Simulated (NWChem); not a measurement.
System: SiSbH3Cl2; SMILES [SiH3][Sb]([Cl])[Cl]

NWChem input:

```
start job
memory heap 200 mb stack 900 mb global 1100 mb
geometry units angstroms noautosym nocenter noautoz
  Sb     0.085113     0.135454     0.644881
  Cl    -1.313706     1.551068    -0.672748
  Cl     2.010663     0.021833    -0.761099
  Si    -0.911547    -1.967800    -0.516263
  H     -0.106615    -3.164507    -0.126002
  H     -0.848623    -1.741592    -1.986783
  H     -2.324251    -2.149111    -0.064835
end
basis spherical
  * library def2-svpd
end
ecp
  Sb library def2-ecp
end
dft
  xc pbe0
  iterations 150
end
property
  response 1 0.0
end
task dft property
```

The geometry was optimised at PBE0/def2-SVP. Not confirmed as a minimum by frequencies. def2 effective core potentials on Sb; no spin-orbit coupling.

Static field.

Task: Give the results of this calculation. (PBE0/def2-SVPD with def2 effective core potentials on Sb.) Quantities: isotropic polarisability (bohr³); anisotropy (bohr³).

Result: 
| Quantity | Value |
|---|---|
| isotropic polarisability (bohr³) | 103.3 |
| anisotropy (bohr³) | 22.7 |
